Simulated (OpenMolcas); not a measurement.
C+, Si+, Ge+, Sn+, Pb+: ns2 np down the group

```
Program             : OpenMolcas
Method              : SS-RASPT2, IPEA 0.25 Eh, imaginary shift 0.1 Eh
Basis               : ANO-R3
Scalar Hamiltonian  : X2C, finite nucleus
Spin-orbit coupling : RASSI with atomic mean-field integrals over the reference wave functions, term energies averaged over their components
```

Active space for each ion: 1 electron in 9 orbitals (RAS2 p; RAS3 s d, at most 1 electron); closed shells correlated by CASPT2: C+ 1s 2s; Si+ 2s 2p 3s; Ge+ 3d 4s; Sn+ 4d 5s; Pb+ 5d 6s.

Computed levels in cm-1 above 2P* 1/2:

```tsv
Level	C+	Si+	Ge+	Sn+	Pb+
2P* 3/2	61.9	253	1575	3770	12080
weight of 2P* in the lowest level (%)	100	100	100	100	100
```

Measured, with the error of the calculation in %. Measured levels: C+, Si+, Ge+, Sn+, Pb+ from NIST Handbook of Basic Atomic Spectroscopic Data.

```csv
Level,C+,Si+,Ge+,Sn+,Pb+
2P* 3/2,63.4 (-2.5),287 (-11.8),1767 (-10.9),4251 (-11.4),14081 (-14.2)
```

The fine-structure level 2P* 3/2 changes by a factor of 195 from C+ to Pb+.

Over all roots computed the reference weight is 0.88 to 0.98 in C+; the roots of lowest weight are the least certain, and an intruder state may touch them. With one active electron, CASPT2 adds the correlation within the correlated inactive shells and between them and that electron, and leaves the splitting within a term as the reference gives it. Measured partners are found by configuration, term and J. A level has none where our copy of the source lacks it or the pairing is in doubt (some pairs that miss far off the trend of their configuration count as doubtful), and it then counts in no deviation. Levels of configurations outside the active space are missing.

* marks odd parity.
